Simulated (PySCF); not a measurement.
C2H8ClGeN, SMILES [CH3][Ge]([CH3])([NH2])[Cl].

Geometry: B3LYP-D3(BJ)/def2-SVP. One conformer was computed; it need not be the lowest.

Computed with CAM-B3LYP/def2-TZVP in PySCF.

Symmetry labels are those of the subgroup Cs that the program uses (full group Cs).

Computed valence orbital energies around the gap with their symmetry:
```
orbital  symmetry  energy (eV)
-------  --------  -----------
HOMO−7         A"       -13.00
HOMO−6         A"       -12.90
HOMO−5         A'       -11.92
HOMO−4         A'       -11.01
HOMO−3         A"       -10.75
HOMO−2         A'        -9.95
HOMO−1         A"        -9.53
HOMO           A'        -9.03
LUMO           A'         1.31
LUMO+1         A'         2.07
LUMO+2         A'         2.30
LUMO+3         A"         2.51
```
